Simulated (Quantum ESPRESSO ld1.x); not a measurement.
The niobium ion Nb2+, 39 electrons, occupied as [Kr] 4d2.5 5s0.5 (fractional occupations, a model configuration). All-electron calculation, Dirac Kohn-Sham, BLYP, spin-unpolarised, spherical densities, point nucleus; open shells fill j = l - 1/2 first. Program: ld1.x of Quantum ESPRESSO 7.5.

Radial electron density D(r) = 4 pi r^2 rho(r):

| r (bohr) | D(r) (e/bohr) |
|---|---|
| 0.004403 | 9.812 |
| 0.005084 | 12.21 |
| 0.005872 | 15.07 |
| 0.006781 | 18.41 |
| 0.007769 | 22.02 |
| 0.008973 | 26.27 |
| 0.01036 | 30.87 |
| 0.01197 | 35.67 |
| 0.01371 | 40.16 |
| 0.01583 | 44.57 |
| 0.01829 | 48.25 |
| 0.02112 | 50.85 |
| 0.02439 | 52.05 |
| 0.02794 | 51.79 |
| 0.03227 | 50.19 |
| 0.03727 | 47.74 |
| 0.04304 | 45.31 |
| 0.04971 | 43.93 |
| 0.05695 | 44.48 |
| 0.06577 | 47.46 |
| 0.07596 | 52.51 |
| 0.08772 | 58.24 |
| 0.1013 | 62.54 |
| 0.1161 | 63.45 |
| 0.134 | 60.12 |
| 0.1548 | 53.22 |
| 0.1788 | 45.41 |
| 0.2065 | 40.01 |
| 0.2366 | 39.12 |
| 0.2732 | 42.22 |
| 0.3155 | 46.44 |
| 0.3644 | 47.77 |
| 0.4208 | 43.81 |
| 0.4821 | 35.72 |
| 0.5568 | 25.47 |
| 0.643 | 16.95 |
| 0.7426 | 12.07 |
| 0.8576 | 10.49 |
| 0.9826 | 10.39 |
| 1.135 | 10.05 |
| 1.311 | 8.675 |
| 1.514 | 6.552 |
| 1.734 | 4.496 |
| 2.003 | 2.764 |
| 2.313 | 1.624 |
| 2.671 | 0.9463 |
| 3.085 | 0.5458 |
| 3.534 | 0.3087 |
| 4.081 | 0.1508 |
| 4.713 | 0.06193 |
| 5.444 | 0.02031 |
| 6.287 | 0.005103 |
| 7.202 | 0.001047 |
| 8.318 | 0.0001396 |

D(r) has 4 maxima, at r = 0.0254, 0.112, 0.353, 0.983 bohr, and minima at 0.0513, 0.227, 0.929 bohr, inside which lie 2.06, 11.09, 29.69 electrons.
